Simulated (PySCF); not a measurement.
Work out the structure from these simulated measurements.

Formula: C7H7N2; charge +1.

* Polarisability: 87.3 au [CAM-B3LYP/def2-SVPD]
* UV, strongest line: among the 8 lowest singlet transitions: S4 at 6.89 eV (180 nm, f = 0.268) [TDDFT CAM-B3LYP/def2-SVPD]
* Rotational structure: rotational constants A, B, C: 3.237, 1.267, 0.916 GHz [GFN2-xTB]
* 13C NMR: chemical shifts (computed TMS as zero) by class: 165.2 (1 C), 158.4 (1 C), 140.0 (1 C), 139.0 (1 C), 130.1 (1 C), 114.7 (1 C), 24.4 (1 C) ppm [GIAO PBE0/pcSseg-1]
* UV, first state: lowest singlet excitation: 4.96 eV (250 nm, f = 0.259) [TDDFT CAM-B3LYP/def2-SVPD]
* NMR, other nuclei: isotropic shieldings of nuclei other than C and H, by class: -97 (1 N), 50 (1 N) ppm [GIAO PBE0/pcSseg-1]
* 1H NMR: chemical shifts (computed TMS as zero) by class: 10.31 (1 H), 9.20 (1 H), 8.63 (1 H), 8.48 (1 H), 3.33 (3 H) ppm [GIAO PBE0/pcSseg-1]
* Triplet: lowest triplet excitation (Tamm–Dancoff): 3.46 eV [TDA CAM-B3LYP/def2-SVPD]

Gas-phase values; electronic properties from PySCF, density fitting. Levels stand in brackets. Isolated species at its GFN2-xTB geometry, gas phase. NMR values are class means; diastereotopic atoms form classes of their own.

Task: Give a SMILES that accounts for the data.

Result: Numbering: `[CH3:1][c:2]1[cH:3][cH:4][cH:5][c:6]([C:7]#[N:8])[nH+:9]1`. 7 carbons fall into 7 classes; from least to most shielded: substituted aromatic carbon [C2] (165.2 ppm), aromatic CH carbon [C4] (158.4 ppm), aromatic CH carbon [C5] (140.0 ppm), aromatic CH carbon [C3] (139.0 ppm), substituted aromatic carbon [C6] (130.1 ppm), nitrile carbon [C7] (114.7 ppm), benzylic-type carbon [C1] (24.4 ppm). Hydrogen classes from least to most shielded: 1 H on a pyridinium-type nitrogen, N9 (10.31 ppm), 1 H on an aromatic CH carbon, C4 (9.20 ppm), 1 H on an aromatic CH carbon, C5 (8.63 ppm), 1 H on an aromatic CH carbon, C3 (8.48 ppm), 3 H on a benzylic-type carbon, C1 (3.33 ppm, a mean of values up to 1.0 ppm apart in this geometry). The other shieldings belong to: -97 ppm, nitrile nitrogen [N8]; 50 ppm, pyridinium-type nitrogen [N9]. S1 is mainly HOMO→LUMO (weight 0.90); the largest Löwdin shares of the orbital it empties are 0.16 on an aromatic CH carbon, 0.15 on a substituted aromatic carbon, 0.15 on the nitrile nitrogen and 0.14 on an aromatic CH carbon, of the orbital it fills 0.19 on an aromatic CH carbon, 0.17 on a substituted aromatic carbon, 0.16 on the pyridinium-type nitrogen and 0.12 on an aromatic CH carbon. The optimised geometry has point group Cs and is an asymmetric top. Structure: `CC1=[NH+]C(C#N)=CC=C1`. Computed isomers that give other values at the same levels: `CC#Cc1c[nH+]ccn1` (rotational constant A: 5.691 GHz; this holds for the one conformer computed). The assignments are read from this structure; whether some other isomer fits the data as well wasn't checked.
